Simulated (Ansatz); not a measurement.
Frontier orbitals of CH₅BGe, SMILES `[BH]1[CH2][GeH2]1`.

```xyz
8

B    -0.128   -0.086    1.149
C    -1.056    0.161    0.043
Ge    1.181    0.089   -0.303
H    -0.148   -0.809    2.090
H    -1.038    1.016   -0.631
H    -1.932   -0.466   -0.120
H     1.200    1.226   -1.333
H     1.921   -1.130   -0.894
```

Total charge 0; spin multiplicity 1. Correlated methods include outer-core shells of Ge, which these sets cover unevenly. Scalar relativity is left out up to krypton. The geometry is a stationary point of PBE0-D4/def2-TZVP. Basis def2-TZVPP, Ansatz.

```
functional  HOMO (eV)  LUMO (eV)
     BHLYP      -7.59      -0.49
```

(1) Give HOMO and LUMO (eV) with LDA (SPW92), PBE, revPBE, BLYP, r2SCAN, B97M-V, PBE0, B3LYP, r2SCANh, r2SCAN0, HSE06 (plane-wave form), CAM-B3LYP, LC-ωPBE, ωB97X-V, ωB97M-V, HF. (Estimate.)

Results:

(1) The calculation gave: 
```tsv
functional	HOMO	LUMO
LDA (SPW92)	-6.08	-2.45
PBE	-5.92	-2.25
revPBE	-5.86	-2.16
BLYP	-5.76	-2.12
r2SCAN	-6.09	-2.05
B97M-V	-6.05	-2.01
PBE0	-6.83	-1.40
B3LYP	-6.65	-1.62
r2SCANh	-6.44	-1.75
r2SCAN0	-6.96	-1.31
HSE06 (plane-wave form)	-6.44	-1.78
CAM-B3LYP	-8.02	-0.37
LC-ωPBE	-9.26	0.72
ωB97X-V	-8.95	0.63
ωB97M-V	-8.87	0.46
HF	-8.70	1.77
```

B3LYP here is the variant with VWN-RPA as its local correlation; programs differ in this. LC-ωPBE has ω = 0.4 bohr⁻¹. Positive LUMOs are unbound and depend on the basis.
